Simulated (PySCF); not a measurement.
Working with the constants of NbO

ROHF constants of NbO, ⁴Σ⁻ (quartet), unpaired electrons σ ↑, δ ↑↑ (PySCF, scalar-relativistic core potentials, basis sets Nb def2-TZVPP with ECP28, O def2-TZVPP; masses 92.9064 and 15.9949 u):

* ωe: 1090.5 cm⁻¹
* ωexe: 2.87 cm⁻¹
* Be: 0.44999 cm⁻¹
* αe: 0.00166 cm⁻¹
* D (centrifugal): 3.06e-07 cm⁻¹

Problem. Give the vibrational terms G(v) and spacings up to v = 6.

Solution. G(v) = ωe(v+½) − ωexe(v+½)².

```
v  G(v) (cm⁻¹)  G(v) − G(v−1)  Bv (cm⁻¹)
0          545                    0.4492
1         1629           1085     0.4475
2         2708           1079     0.4458
3         3782           1073     0.4442
4         4849           1068     0.4425
5         5911           1062     0.4409
6         6967           1056     0.4392
```

Measured values (Huber and Herzberg, Constants of Diatomic Molecules (1979)): ωe = 989.0 cm⁻¹, ωexe = 3.83 cm⁻¹, Be = 0.4321 cm⁻¹, αe = 0.0021 cm⁻¹.

Spin–orbit coupling is left out, which matters for elements this heavy, above all for dissociation energies. Hartree–Fock leaves out correlation, which carries a large part of most bond energies and some tenths to 1 eV of ionisation energies. With d or f electrons several states lie close, and the lowest PBE0 determinant need not be the measured ground state.
